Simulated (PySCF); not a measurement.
An equivalent PySCF input for Ne³⁺ (neon, charge +3), [He] 2s2 2p3, high-spin 4S determinant, with the spin-free X2C one-electron Hamiltonian (Gaussian nucleus):

```python
from pyscf import gto, scf, dft, mp, cc
import basis_set_exchange as bse
mol = gto.M(atom="Ne 0 0 0", charge=3, spin=3, symmetry="D2h",
            basis=gto.basis.parse(bse.get_basis("aug-cc-pVQZ-DK", elements=["Ne"], fmt="nwchem")),
            nucmod="G")
mf = dft.UKS(mol, xc="PBE").sfx2c1e()
mf.irrep_nelec = {'Ag': (2, 2), 'B1u': (1, 0), 'B2u': (1, 0), 'B3u': (1, 0)}
mf.kernel()
```

It reaches the same state as the run whose output follows, with an energy that differs only through the grid. The run itself started from symmetry-adapted Hartree-Fock orbitals and held the occupation by maximum overlap, on a logarithmic radial grid, so the iterations belong to that start.

```
SCF conv_tol = 1e-09
number electrons alpha = 5  beta = 2
XC functionals = PBE
    J. P. Perdew, K. Burke, and M. Ernzerhof.,  Phys. Rev. Lett. 77, 3865 (1996)
    J. P. Perdew, K. Burke, and M. Ernzerhof.,  Phys. Rev. Lett. 78, 1396 (1997)
    J. P. Perdew, K. Burke, and M. Ernzerhof.,  Phys. Rev. Lett. 77, 3865 (1996)
    J. P. Perdew, K. Burke, and M. Ernzerhof.,  Phys. Rev. Lett. 78, 1396 (1997)
cycle= 1 E= -124.348106196993  delta_E= -0.00353  |g|= 0.00413  |ddm|= 0.24
cycle= 2 E= -124.348108725755  delta_E= -2.53e-06  |g|= 0.000691  |ddm|= 0.0062
cycle= 3 E= -124.3481087923  delta_E= -6.65e-08  |g|= 0.000185  |ddm|= 0.000988
cycle= 4 E= -124.348108797154  delta_E= -4.85e-09  |g|= 9.46e-07  |ddm|= 0.000206
cycle= 5 E= -124.348108797154  delta_E= -1.99e-13  |g|= 4.49e-08  |ddm|= 1.54e-06
converged SCF energy = -124.348108797154  <S^2> = 3.7509176  2S+1 = 4.0004588
```
